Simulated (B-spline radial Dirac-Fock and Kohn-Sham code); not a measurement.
**Mn⁺ in Watson spheres of different radius**

Calculated with a B-spline atomic structure program, using ΔSCF Dirac-Fock with Breit, self-energy and vacuum polarisation, finite nucleus, configuration average. The ion, [Ar] 3d5 4s1, sits in a hollow sphere of charge Q = -1, a simple model of the Madelung potential. Inside the sphere an electron's potential energy is raised by the constant 14.40·|Q|/R eV, so binding energies fall by about that much as long as the orbitals stay inside.

```
radius (Å)  14.40 |Q|/R (eV)  1s (eV)  2s (eV)  2p1/2 (eV)  2p3/2 (eV)  3p1/2 (eV)  3p3/2 (eV)  3d (eV)  4s (eV)
       2.4              6.00   6553.8    788.1       667.2       657.0       67.23       65.99    14.03     8.47
         3              4.80   6555.0    789.2       668.3       658.2       68.38       67.14    15.18     9.60
```

From the smallest to the largest radius 1s moves by +1.1 eV, while the constant potential alone would give +1.2 eV; the difference comes from charge outside the sphere and its screening.
